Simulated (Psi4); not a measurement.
Psi4 input (wB97X-D/6-311+G**):

```
memory 1500 MB

molecule {
-1 2
Cl   -0.00000000   -0.00000000   -1.35530721
Cl    0.00000000    0.00000000    1.35530721
symmetry c1
no_reorient
no_com
}

set {
  basis 6-311+G**
  reference uks
  scf_type pk
  dft_radial_points 99
  dft_spherical_points 590
  e_convergence 1e-8
  d_convergence 1e-7
  maxiter 150
}

e = energy('wb97x-d')
print_out(f'\nFINAL {e:.10f} DIPOLE {variable("CURRENT DIPOLE")[0]:.6f} {variable("CURRENT DIPOLE")[1]:.6f} {variable("CURRENT DIPOLE")[2]:.6f}\n')
```

Output:

```
   => Loading Basis Set <=

    Name: 6-311+G**
    Role: ORBITAL
    Keyword: BASIS
    atoms 1-2 entry CL         line   468 file 6-311pgss.gbs

   => WB97X-D: Empirical Dispersion <=

    Chai and Head-Gordon Dispersion Correction
    Chai, J.-D.; Head-Gordon, M. (2010), J. Chem. Phys., 132: 6615-6620

        s6 =       1.000000

         ---------------------------------------------------------
                                   SCF
               by Justin Turney, Rob Parrish, Andy Simmonett
                          and Daniel G. A. Smith
                              UKS Reference
         ---------------------------------------------------------

  ==> Geometry <==

    Molecular point group: c1
    Full point group: D_inf_h

    Geometry (in Angstrom), charge = -1, multiplicity = 2:

       Center              X                  Y                   Z               Mass
    ------------   -----------------  -----------------  -----------------  -----------------
         CL           0.000000000000     0.000000000000    -1.355307210000    34.968852682000
         CL           0.000000000000     0.000000000000     1.355307210000    34.968852682000

  Running in c1 symmetry.

  Rotational constants: A = ************  B =      0.13122  C =      0.13122 [cm^-1]
  Rotational constants: A = ************  B =   3933.96347  C =   3933.96347 [MHz]
  Nuclear repulsion =   56.419759577472469

  Charge       = -1
  Multiplicity = 2
  Electrons    = 35
  Nalpha       = 18
  Nbeta        = 17

  ==> Algorithm <==

  SCF Algorithm Type is PK.
  DIIS enabled.
  MOM disabled.
  Fractional occupation disabled.
  Guess Type is SAD.
  Energy threshold   = 1.00e-08
  Density threshold  = 1.00e-07
  Integral threshold = 1.00e-12

  ==> Primary Basis <==

  Basis Set: 6-311+G**
    Blend: 6-311+G**
    Number of shells: 28
    Number of basis functions: 60
    Number of Cartesian functions: 62
    Spherical Harmonics?: true
    Max angular momentum: 2

  ==> DFT Potential <==

   => LibXC <=

    Version 7.1.2
    S. Lehtola, C. Steigemann, M. J. T. Oliveira, and M. A. L. Marques,  SoftwareX 7, 1–5 (2018) (10.1016/j.softx.2017.11.002)

   => Composite Functional: WB97X-D <=

    wB97X-D Hyb-GGA Exchange-Correlation Functional

    J.-D. Chai and M. Head-Gordon,  Phys. Chem. Chem. Phys. 10, 6615–6620 (2008) (10.1039/B810189B)

    Deriv               =              1
    GGA                 =           TRUE
    Meta                =          FALSE

    Exchange Hybrid     =           TRUE
    MP2 Hybrid          =          FALSE

   => Exchange-Correlation Functionals <=

    1.0000   wB97X-D range-separated functional

   => Exact (HF) Exchange <=

    0.7780            HF,LR [omega = 0.2000]
    0.2220               HF

   => LibXC Density Thresholds  <==

    XC_HYB_GGA_XC_WB97X_D:  1.00E-14

   => Molecular Quadrature <=

    Radial Scheme          =       TREUTLER
    Pruning Scheme         =           NONE
    Nuclear Scheme         =       TREUTLER

    Blocking Scheme        =         OCTREE
    BS radius alpha        =              1
    Pruning alpha          =              1
    Radial Points          =             99
    Spherical Points       =            590
    Total Points           =         112258
    Total Blocks           =            960
    Max Points             =            256
    Max Functions          =             54
    Weights Tolerance      =       1.00E-15

  ==> Integral Setup <==

  Using in-core PK algorithm.
   Calculation information:
      Number of atoms:                   2
      Number of AO shells:              28
      Number of primitives:             52
      Number of atomic orbitals:        62
      Number of basis functions:        60

      Integral cutoff                 1.00e-12
      Number of threads:                 1

  Performing in-core PK
  Using 5026095 doubles for integral storage.
  We computed 66956 shell quartets total.
  Whereas there are 82621 unique shell quartets.

  Computing range-separated integrals for PK
  We computed 66956 wK shell quartets total.
  Whereas there are 82621 wK unique shell quartets.

  ==> DiskJK: Disk-Based J/K Matrices <==

    J tasked:                  Yes
    K tasked:                  Yes
    wK tasked:                 Yes
    Omega:               2.000E-01
    Schwarz Cutoff:          1E-12


  Cached 100.0% of DFT collocation blocks in 0.139 [GiB].

  Minimum eigenvalue in the overlap matrix is 1.1751740653E-02.
  Reciprocal condition number of the overlap matrix is 2.9360200157E-03.
    Using symmetric orthogonalization.

  ==> Pre-Iterations <==

  SCF Guess: Superposition of Atomic Densities via on-the-fly atomic UHF (no occupation information).

   -------------------------
    Irrep   Nso     Nmo
   -------------------------
     A         60      60
   -------------------------
    Total      60      60
   -------------------------

  ==> Iterations <==

                        Total Energy        Delta E     RMS |[F,P]|

   @UKS iter SAD:  -919.85707554566034   -9.19857e+02   0.00000e+00
   @UKS iter   1:  -920.41470840005502   -5.57633e-01   6.04697e-03 DIIS/ADIIS
   @UKS iter   2:  -920.46148899211244   -4.67806e-02   3.97569e-03 DIIS/ADIIS
   @UKS iter   3:  -920.47944539867251   -1.79564e-02   2.08299e-04 DIIS/ADIIS
   @UKS iter   4:  -920.47955407497466   -1.08676e-04   5.26083e-05 DIIS
   @UKS iter   5:  -920.47956316518378   -9.09021e-06   1.71266e-05 DIIS
   @UKS iter   6:  -920.47956389336116   -7.28177e-07   2.85447e-06 DIIS
   @UKS iter   7:  -920.47956394903804   -5.56769e-08   4.43027e-07 DIIS
   @UKS iter   8:  -920.47956395047618   -1.43814e-09   1.01581e-07 DIIS
   @UKS iter   9:  -920.47956395056030   -8.41283e-11   1.19227e-08 DIIS
  Energy and wave function converged.

  ==> Post-Iterations <==

   Electrons on quadrature grid:
      Nalpha   =   18.0000000707 ; deviation = 7.065e-08
      Nbeta    =   17.0000000806 ; deviation = 8.058e-08
      Ntotal   =   35.0000001512 ; deviation = 1.512e-07

   @Spin Contamination Metric:   3.376966287E-03
   @S^2 Expected:                7.500000000E-01
   @S^2 Observed:                7.533769663E-01
   @S   Expected:                5.000000000E-01
   @S   Observed:                5.000000000E-01

    Orbital Energies [Eh]
    ---------------------

    Alpha Occupied:

       1A   -101.492457     2A   -101.492456     3A     -9.359028
       4A     -9.358994     5A     -7.110701     6A     -7.110700
       7A     -7.098890     8A     -7.098890     9A     -7.098887
      10A     -7.098887    11A     -0.689425    12A     -0.658276
      13A     -0.259148    14A     -0.201019    15A     -0.201019
      16A     -0.172494    17A     -0.172494    18A     -0.153349

    Alpha Virtual:

      19A      0.242525    20A      0.247895    21A      0.271812
      22A      0.271812    23A      0.292066    24A      0.292066
      25A      0.308479    26A      0.379719    27A      0.665201
      28A      0.695592    29A      0.695592    30A      0.744418
      31A      0.744418    32A      0.773537    33A      1.023731
      34A      1.158237    35A      1.162111    36A      1.162111
      37A      1.177035    38A      1.177035    39A      1.184145
      40A      1.184146    41A      1.184710    42A      1.184711
      43A      1.190183    44A      1.378872    45A      2.534112
      46A      2.556419    47A      2.556419    48A      2.571958
      49A      2.571958    50A      2.589229    51A      9.797386
      52A      9.954798    53A     26.089659    54A     26.091421
      55A     26.091421    56A     26.151357    57A     26.151357
      58A     26.272661    59A    215.824491    60A    216.012421

    Beta Occupied:

       1A   -101.488623     2A   -101.488622     3A     -9.354897
       4A     -9.354875     5A     -7.098139     6A     -7.098137
       7A     -7.096038     8A     -7.096038     9A     -7.096037
      10A     -7.096037    11A     -0.662926    12A     -0.628927
      13A     -0.192205    14A     -0.192205    15A     -0.189189
      16A     -0.163101    17A     -0.163101

    Beta Virtual:

      18A      0.090332    19A      0.250111    20A      0.250900
      21A      0.272326    22A      0.272326    23A      0.292753
      24A      0.292753    25A      0.312954    26A      0.383424
      27A      0.681757    28A      0.697840    29A      0.697840
      30A      0.748273    31A      0.748273    32A      0.791766
      33A      1.037318    34A      1.186593    35A      1.190868
      36A      1.190868    37A      1.191135    38A      1.191135
      39A      1.191457    40A      1.191457    41A      1.206429
      42A      1.206429    43A      1.225415    44A      1.396999
      45A      2.565740    46A      2.565740    47A      2.565962
      48A      2.581955    49A      2.581955    50A      2.622689
      51A      9.800312    52A      9.957404    53A     26.089305
      54A     26.090266    55A     26.090266    56A     26.150223
      57A     26.150223    58A     26.272468    59A    215.827703
      60A    216.015616

    Final Occupation by Irrep:
              A
    DOCC [    17 ]
    SOCC [     1 ]
    NA   [    18 ]
    NB   [    17 ]

  @UKS Final Energy:  -920.47956395056030

   => Energetics <=

    Nuclear Repulsion Energy =             56.4197595774724689
    One-Electron Energy =               -1392.0306143709888147
    Two-Electron Energy =                 456.5245768767465506
    DFT Exchange-Correlation Energy =     -41.3932044868858497
    Empirical Dispersion Energy =          -0.0000815469044836
    VV10 Nonlocal Energy =                  0.0000000000000000
    Total Energy =                       -920.4795639505603049

  UHF NO Occupations:
  HONO-2 :   16  A 1.9997874
  HONO-1 :   17  A 1.9989234
  HONO-0 :   18  A 1.0000000
  LUNO+0 :   19  A 0.0010766
  LUNO+1 :   20  A 0.0002126
  LUNO+2 :   21  A 0.0001579
  LUNO+3 :   22  A 0.0000616

Computation Completed

Properties will be evaluated at   0.000000,   0.000000,   0.000000 [a0]

Properties computed using the SCF density matrix

 Multipole Moments:

 ------------------------------------------------------------------------------------
     Multipole            Electronic (a.u.)      Nuclear  (a.u.)        Total (a.u.)
 ------------------------------------------------------------------------------------

 L = 1.  Multiply by 2.5417464519 to convert [e a0] to [Debye]
 Dipole X            :         -0.0000000            0.0000000           -0.0000000
 Dipole Y            :         -0.0000000            0.0000000           -0.0000000
 Dipole Z            :         -0.0000000            0.0000000           -0.0000000
 Magnitude           :                                                    0.0000000

 ------------------------------------------------------------------------------------

FINAL -920.4795639506 DIPOLE -0.000000 -0.000000 -0.000000

*** Psi4 exiting successfully. Buy a developer a beer!
```

The dipole moment of an ion depends on the origin.

The geometry given is a B3LYP-D3(BJ)/def2-TZVP minimum.
